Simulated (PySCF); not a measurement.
## Eu(OH)2 at several levels of theory

Computed with PySCF 2.14.0 (density fitting, no spin-orbit coupling) at the geometry relaxed with PBE0:

```xyz
5
Eu(OH)2 (singlet in the valence; each metal's 4f electrons, 7 of them, lie in its core potential, out of spins and levels)
Eu    0.0452    0.7710   -0.0560
O    -0.0055    0.0502    1.9873
H    -0.0383   -0.4531    2.8022
O    -0.0055   -0.2374   -1.9737
H    -0.0383   -0.8532   -2.7073
```

```csv
level,basis,state,HOMO (eV),gap (eV),charge on Eu1 (e),population of f-type functions on Eu1 (polarisation alone where 4f lies in the core),dipole about the centre of mass (D),largest force component (eV/Å)
PBE0,"Eu lcecp-0-SVP with ECP53, O def2-SVP, H def2-SVP",singlet,–,–,0.87,0.04,3.27,0.02
r2SCAN,the same,singlet,–,–,0.84,0.04,3.23,0.17
wB97X,the same,singlet,–,–,0.89,0.05,3.41,0.18
M06-L,the same,singlet,–,–,0.95,0.04,3.36,0.25
PBE0,"Eu lcecp-0-TZVP with ECP53, O def2-TZVP, H def2-TZVP",singlet,–,–,1.22,0.05,3.58,0.25
PBE0,"Eu def2-SVP with ECP28, O def2-SVP, H def2-SVP",octet,-4.38,3.10,0.93,7.01,3.23,0.34
```

In the lcecp rows the 4f levels are missing from HOMO and gap, and the state counts the valence alone.

HOMO and gap are taken over both spins. Charges are Mulliken's, which hang on the basis. The relaxation used the grid (50, 194), these runs (75, 302) or, all-electron (x2c bases, spin-free X2C Hamiltonian), (99, 590).

What does BLYP with Eu lcecp-0-SVP with ECP53, O def2-SVP, H def2-SVP give here?

state singlet, charge on Eu1 (e) 0.69, population of f-type functions on Eu1 (polarisation alone where 4f lies in the core) 0.04, dipole about the centre of mass (D) 2.99, largest force component (eV/Å) 0.62. Time: 4.1 s on 2 threads of Intel(R) Xeon(R) Processor @ 2.70GHz (shared host), from an already converged density.

An lcecp potential fixes the number of 4f electrons, so in runs with it no electron can move into or out of that shell.

Rows with open f shells in the valence may stand above their lowest state, and their gaps can end on f levels.
